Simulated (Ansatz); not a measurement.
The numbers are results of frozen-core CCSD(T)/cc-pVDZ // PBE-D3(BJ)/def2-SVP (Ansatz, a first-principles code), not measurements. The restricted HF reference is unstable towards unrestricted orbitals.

Ansatz 0.2 input:
```yaml
crystal:
  periodic: [false, false, false]
  atoms:
    - { symbol: C, position_ang: [-2.020775, 2.991918, 0.958679] }
    - { symbol: C, position_ang: [-1.304633, 2.055197, 0.621564] }
    - { symbol: C, position_ang: [-0.503157, 0.932648, 0.24263] }
    - { symbol: C, position_ang: [0.772581, 1.134704, -0.315611] }
    - { symbol: C, position_ang: [1.564226, 0.029058, -0.689705] }
    - { symbol: C, position_ang: [2.881885, -0.002839, -1.271608] }
    - { symbol: C, position_ang: [3.326433, -1.282027, -1.497379] }
    - { symbol: S, position_ang: [2.179233, -2.506963, -1.016801] }
    - { symbol: C, position_ang: [1.041261, -1.286047, -0.488391] }
    - { symbol: C, position_ang: [-0.232187, -1.496621, 0.068844] }
    - { symbol: C, position_ang: [-1.018883, -0.396356, 0.440676] }
    - { symbol: Si, position_ang: [-2.733568, -0.661124, 1.191701] }
    - { symbol: H, position_ang: [-2.650493, 3.818776, 1.255188] }
    - { symbol: H, position_ang: [1.147505, 2.158644, -0.458127] }
    - { symbol: H, position_ang: [3.467734, 0.89515, -1.509864] }
    - { symbol: H, position_ang: [4.286747, -1.592293, -1.928415] }
    - { symbol: H, position_ang: [-0.609439, -2.520761, 0.212715] }
    - { symbol: H, position_ang: [-3.807544, -0.036787, 0.344377] }
    - { symbol: H, position_ang: [-2.965224, -2.147369, 1.260855] }
    - { symbol: H, position_ang: [-2.821701, -0.08691, 2.578673] }
basis:
  gaussian: { orbitals: cc-pVDZ }
correlation:
  method: ccsd_t
```

Output:

```
Functional definition: HF
2045 factors; integrals over basis functions are off by at most 1.0e-3 eV
mean field evaluation 1: about -29103.5009 eV, gradient 3.8e1 eV
mean field evaluation 2: about -29104.0490 eV, gradient 3.8e1 eV
mean field evaluation 4: about -29109.3733 eV, gradient 7.1e0 eV
mean field evaluation 8: about -29109.5396 eV, gradient 5.2e-1 eV
mean field evaluation 16: about -29109.5415 eV, gradient 1.7e-6 eV
mean field -29109.54150081 eV, -1069.7559189990 hartree, gradient 1.7e-6 eV, S^2 0.000000; 0 other end points of the search recorded, 0 dependent functions left out; unrestricted orbitals would lower it
20 core orbitals not correlated
reference -29109.54150081 eV, -1069.7559189990 hartree; 29, 29 occupied and 167, 167 virtual orbitals, 2045 factors
second order -41.56430570 eV of doubles, -0.00000000 eV of singles
cycle   1  -41.49179786 eV  change    7.3e-2 eV  update   1.8e-1
cycle   2  -42.87203504 eV  change    -1.4e0 eV  update   6.0e-2
cycle   3  -43.19328620 eV  change   -3.2e-1 eV  update   2.7e-2
cycle   4  -43.19889157 eV  change   -5.6e-3 eV  update   8.5e-3
cycle   5  -43.20372936 eV  change   -4.8e-3 eV  update   4.3e-3
cycle   6  -43.20604840 eV  change   -2.3e-3 eV  update   1.3e-3
cycle   7  -43.20544840 eV  change    6.0e-4 eV  update   6.3e-4
cycle   8  -43.20542084 eV  change    2.8e-5 eV  update   2.8e-4
cycle   9  -43.20548941 eV  change   -6.9e-5 eV  update   1.5e-4
cycle  10  -43.20540959 eV  change    8.0e-5 eV  update   5.7e-5
cycle  11  -43.20536079 eV  change    4.9e-5 eV  update   2.6e-5
perturbative correction -2.10743249 eV, -0.0774467157 hartree
Total energy: -29154.85429409 eV, -1071.4211334379 hartree
```

Cost: around 14 core-minutes (rough).
